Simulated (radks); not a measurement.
Task: Species: the nickel ion Ni5+. Configuration: [Ne] 3s1 3p6 3d6 (not the ground configuration). Calculated with a radial shooting solver on a logarithmic mesh with Libxc functionals: scalar-relativistic Kohn-Sham, PBE, spin-polarised, spherical densities, finite nucleus; open shells are filled with parallel spins first; Fermi nuclear charge, rms radius 3.7757 fm. Some entries of the table are withheld. Estimate them.

orbital,occ.,eigenvalue (eV),<1/r> (bohr^-1),r(max) (bohr)
1s up,1,-8307.907,28.09,0.03540
1s down,1,-8307.243,28.09,0.03540
2s up,1,-1077.017,6.068,0.2046
2s down,1,-1073.530,6.079,0.2044
2p up,3,-939.7133,5.955,0.1648
2p down,3,-936.9315,5.965,0.1647
3s up,1,-201.7262,(1),0.6319
3s down,0,-193.9773,(2),0.6338
3p up,3,-161.1913,1.854,0.6351
3p down,3,-153.6667,1.833,0.6379
3d up,5,-95.8643,1.600,0.5907
3d down,1,-88.7018,1.570,0.5975

Result: 
(1) 3s up <1/r> (bohr^-1): 1.980
(2) 3s down <1/r> (bohr^-1): 1.962
